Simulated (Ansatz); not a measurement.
A structure relaxed at PBE0-D4/def2-TZVP in Ansatz, charge 1, doublet:

```xyz
3

Cu   -0.505   -1.562    0.413
Cu    0.534    1.079   -1.190
S    -0.029    0.483    0.777
```

**Question.** Give its formula and point group.

**Answer.** the cluster Cu₂S⁺. Point group C2v (tolerance 0.1 Å).

**Question.** Summarise the bond lengths by kind (pairs closer than 1.2 times the sum of covalent radii, bridged metal pairs left out).

**Answer.** 2 × Cu–S 2.13 Å.

The relaxation made no stability test and no search for a lower SCF solution. No other spin state of charge 1 was run. The structure comes from a short search, and lower isomers may exist.
